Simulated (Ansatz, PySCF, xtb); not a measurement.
Reaction (SMILES): C=CCB(O)O [prop-2-enylboronic acid] + 6 [H][H] (H2) -> B (BH3) + 3 C (CH4) + 2 O (H2O)
Geometries: B3LYP-D3(BJ)/def2-TZVP minima from Ansatz (a program for electronic structure), one conformer each, not searched for the lowest.

Property: energy of full hydrogenation (enthalpy at 298 K, with B3LYP-D3(BJ) rigid-rotor harmonic-oscillator terms from PySCF), in kcal/mol. Valence correlation only, unless marked. Spin-orbit coupling is left out. No relativistic terms. CBS marks a two-point X^-3 extrapolation of the correlation energy; Hartree-Fock from the larger set.

| level | program | energy of full hydrogenation (kcal/mol) |
|---|---|---|
| GFN1-xTB | xtb | ___ |
| PBE/def2-TZVPD | Ansatz | 0.3 |
| BHLYP/def2-TZVPD | Ansatz | -9.4 |
| HSE06-D4/def2-TZVPD | Ansatz + dftd4 | -2.9 |
| LC-wPBE-D4/def2-TZVPD | Ansatz + dftd4 | ___ |
| B2GP-PLYP-D4/def2-TZVPD | Ansatz + dftd4 | 1.2 |
| B2PLYP-D3(BJ)/def2-TZVPD | Ansatz + dftd3 | ___ |
| RPA@PBE/cc-pVTZ | Ansatz | ___ |
| SCS-MP2/aug-cc-pVTZ | Ansatz | -1.7 |
| CCSD(T)/CBS(cc-pVTZ,cc-pVQZ) | Ansatz | 1.2 |

### Question
Some entries are withheld; supply them.

### Answer

- GFN1-xTB, energy of full hydrogenation (kcal/mol): -33.0
- LC-wPBE-D4/def2-TZVPD, energy of full hydrogenation (kcal/mol): -4.6
- B2PLYP-D3(BJ)/def2-TZVPD, energy of full hydrogenation (kcal/mol): 2.1
- RPA@PBE/cc-pVTZ, energy of full hydrogenation (kcal/mol): 3.2
